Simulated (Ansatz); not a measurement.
Reaction (redistribution): `[NH2][Zr]([NH2])([F])[I]` + `[NH2][Sn]([F])([F])[F]` → `[NH2][Zr]([NH2])([NH2])[F]` + `[F][Sn]([F])([F])[I]`

Isolated molecules relaxed with PBE0-D4/def2-TZVP in Ansatz; ΔE leaves out vibrations. CCSD(T)/CBS adds triple-zeta CCSD(T) − MP2 to the extrapolated MP2 energy (def2 sets, frozen cores). DFT in def2-TZVPP. def2 core potentials past Kr. For I, Sn, Zr outer-core shells are correlated without core-valence functions, which leaves a few kJ/mol of doubt a bond. One conformer a species, not always the lowest.

```csv
level,ΔE (kJ/mol)
LDA (SPW92),3.1
HF/def2-TZVPP,15.6
```

(1) What does CCSD(T)/CBS give? (An estimate is asked.)

Largest T1 diagnostic among the species: 0.016.

## Answers

(1) Computed: +6.2 kJ/mol. The listed levels differ from it by -3.1, 9.4 kJ/mol.

From PBE to PBE0 (25 % exact exchange), in def2-TZVPP and without D4, ΔE moves by +5.4 kJ/mol. Leaving LDA and LC-ωPBE aside and taking each functional with its dispersion term where it has one, the values, not all of them listed here, spread over 20.9 kJ/mol, from BLYP-D4 to PBE-QIDH.
